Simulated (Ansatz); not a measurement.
Consider the cleavage of the Sb–B bond: `N[BH][SbH2]` + `NC=O` → `O=C[NH][SbH2]` + `BN`.

Calculated with Ansatz (gas phase, PBE0-D4/def2-TZVP geometries, no zero-point term in ΔE). CCSD(T)/CBS adds triple-zeta CCSD(T) − MP2 to the extrapolated MP2 energy (def2 sets, frozen cores). This one scheme is used for every species. DFT in def2-TZVPP. def2 core potentials past Kr. For Sb outer-core shells are correlated without core-valence functions, which leaves a few kJ/mol of doubt a bond. Each species was taken in one conformer, which may not be the lowest.

`N[BH][SbH2]`:

Cartesian coordinates in Å:
```
N 0.050 -0.631 -1.219
B 0.098 -0.715 0.161
Sb -0.814 0.860 1.484
H -0.324 0.158 -1.718
H 0.412 -1.353 -1.821
H 0.584 -1.688 0.662
H 0.702 1.275 2.150
H -0.709 2.093 0.301
```

`NC=O`:

```xyz
6

N     0.677   -0.110   -0.093
C    -0.645    0.100    0.089
O    -1.491   -0.759    0.068
H     1.008   -1.045   -0.261
H     1.333    0.648   -0.065
H    -0.881    1.167    0.263
```

`O=C[NH][SbH2]`:

```xyz
8

O    -0.353   -0.234   -1.899
C     0.636   -0.240   -1.188
N     0.595    0.145    0.093
Sb   -1.281    0.793    0.685
H     1.625   -0.564   -1.559
H     1.423    0.078    0.663
H    -1.913   -0.785    0.890
H    -0.731    0.808    2.316
```

`BN`:

Cartesian coordinates in Å:
```
B -0.346 -0.568 0.153
N 0.356 0.585 -0.157
H -1.326 -0.839 -0.480
H 0.045 -1.264 1.045
H 1.186 0.873 0.332
H 0.084 1.214 -0.893
```

(1) Is it downhill or uphill in electronic energy at CCSD(T)/CBS, and by how much? (Estimate.)

(2) What do these levels give: r2SCAN-D4, BLYP, r2SCANh, r2SCAN0, BHLYP, CCSD/def2-SVP, SCS-MP2/def2-TZVPP, CCSD/def2-TZVPP, HF/def2-QZVPP, SCS-MP2/def2-QZVPP, HF/CBS(def2), MP2/CBS(def2)? (Estimate.)

Largest T1 diagnostic among the species: 0.017.

## Answers

(1) Ansatz gave: Uphill: ΔE = +7.5 kJ/mol.

(2) The calculation gave: r2SCAN-D4 9.8, BLYP 2.4, r2SCANh 12.6, r2SCAN0 15.8, BHLYP 8.1, CCSD/def2-SVP 16.0, SCS-MP2/def2-TZVPP 3.9, CCSD/def2-TZVPP 10.1, HF/def2-QZVPP 6.2, SCS-MP2/def2-QZVPP 3.1, HF/CBS(def2) 6.0, MP2/CBS(def2) 8.0 kJ/mol.

From r2SCAN to r2SCAN0 (25 % exact exchange), in def2-TZVPP and without D4, ΔE moves by +5.6 kJ/mol. The D4 term adds −3.1 kJ/mol with B3LYP and −1.5 kJ/mol with PBE0; it sums over pairs of atoms, weighted by their polarisabilities, and B3LYP, whose exchange is more repulsive, gets the larger term.

B3LYP here is the variant with VWN-RPA as its local correlation; programs differ in this.
